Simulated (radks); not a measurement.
Problem. These are the eigenvalues of the occupied orbitals of an atom or ion with whole-number occupations (hartree). Calculated with a radial shooting solver on a logarithmic mesh with Libxc functionals: scalar-relativistic Kohn-Sham, exchange-only LDA, spin-polarised, spherical densities, point nucleus.

1s up: -2239.705
1s down: -2238.472
2s up: -522.7290
2s down: -520.9661
2p up: -487.3887
2p down: -485.3100

Which element is it, and in what charge state? The configuration may be excited. Open shells, if any, are filled with parallel spins first.

Solution. Z = 67, holmium, charge +59: Ho59+ in [He] 2s2 2p4. The list shows which subshells hold electrons but not how many an open one holds; the 1s level, -2239.7 hartree, gives Z - s = 66.9 by -(Z - s)^2/2, which with screening and relativity narrows Z to a few neighbours, and the depths of the outer levels then fix element, charge and occupations together.
